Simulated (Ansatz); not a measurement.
Basis sets compared for Sn2S. Total charge 0; singlet. Geometry B3LYP-D4/def2-TZVP. Ansatz on 4 threads of Arm Neoverse V2 on a shared host; times are rough, and most runs start from earlier orbitals.

```tsv
atom	x (Å)	y (Å)	z (Å)
Sn1	1.265	-0.888	0.439
Sn2	-0.372	1.541	0.264
S3	-0.893	-0.653	-0.703
```

In the def2 sets Sn takes a core potential; there is no spin–orbit coupling. The structure comes from a short search, and lower isomers may exist.

Binding counts from free atoms (Sn triplet, S triplet) in the same basis, without a counterpoise term.

```
                         level  functions  energy (Eh)  HOMO (eV)  LUMO (eV)  binding per atom (eV)  wall time
               PBE-D4/def2-SVP         70    -826.5766      -4.36      -3.53                   2.61      0.5 s
PBE-D4/def2-TZVP (with forces)        137    -826.7288      -4.40      -3.59                   2.65      1.2 s
           r2SCAN-D4/def2-TZVP        137    -827.0214      -4.60      -3.55                   2.51      2.8 s
              PBE0-D4/def2-SVP         70    -826.6156      -5.17      -2.87                   2.44     0.75 s
             PBE0-D4/def2-TZVP        137    -826.7656      -5.18      -2.91                   2.49      1.6 s
```

Estimate the rows for PBE-D4/def2-TZVPD, r2SCAN-D4/def2-TZVPD, PBE0-D4/def2-TZVPD.


| level | functions | energy (Eh) | HOMO (eV) | LUMO (eV) | binding per atom (eV) | wall time |
| --- | --- | --- | --- | --- | --- | --- |
| PBE-D4/def2-TZVPD | 158 | -826.7297 | -4.42 | -3.62 | 2.65 | 1.5 s |
| r2SCAN-D4/def2-TZVPD | 158 | -827.0222 | -4.61 | -3.57 | 2.51 | 3.3 s |
| PBE0-D4/def2-TZVPD | 158 | -826.7664 | -5.20 | -2.94 | 2.49 | 2 s |
